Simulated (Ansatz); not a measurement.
The cluster Ag4⁻, relaxed as a quartet with UKS r2SCAN-D4/def2-SVPD in Ansatz, starting from the r2SCAN-D4/def2-SVPD geometry of the charge -1 doublet. Force threshold 0.02 eV/Å.

In the def2 sets Ag takes a core potential; there is no spin–orbit coupling. At r2SCAN-D4/def2-SVPD a doublet of charge -1 lies 0.53 eV below the quartet, each at its own geometry. The structure comes from a short search, and lower isomers may exist.

Start:

Cartesian coordinates in Å:
```
Ag 0.0492 0.9900 -0.9544
Ag -1.3921 -1.2496 -1.3679
Ag -0.0530 -0.9877 0.9561
Ag 1.3959 1.2473 1.3661
```

```csv
step,energy (eV),largest force component (eV/Å),SCF passes
1,-16003.4716,0.307,16
2,-16003.5006,0.044,21
3,-16003.5019,0.004,22
4,-16003.5025,0.012,21
5,-16003.5057,0.034,22
6,-16003.5414,0.148,25
7,-16003.6060,0.189,25
8,-16003.6828,0.195,24
9,-16003.7710,0.203,21
10,-16003.8780,0.234,20
11,-16004.0099,0.272,21
12,-16004.1373,0.130,24
13 (rejected),-16004.1287,0.308,21
14,-16004.1496,0.005,20
```

Force components are those of the run's own axes.

End:

```tsv
atom	x (Å)	y (Å)	z (Å)
Ag1	-0.727	1.419	-0.555
Ag2	-0.052	-1.172	-1.216
Ag3	-0.829	-0.562	1.359
Ag4	1.608	0.315	0.412
```

Bonds formed: Ag2–Ag4 (atoms count from 1).

The force fell under the threshold at step 3, but the optimiser went on and released 0.648 eV more. No frequencies were taken in this run, so the end may be a saddle point.

Hardware: 4 threads of Arm Neoverse V1 on a shared host. Wall time 72 s.
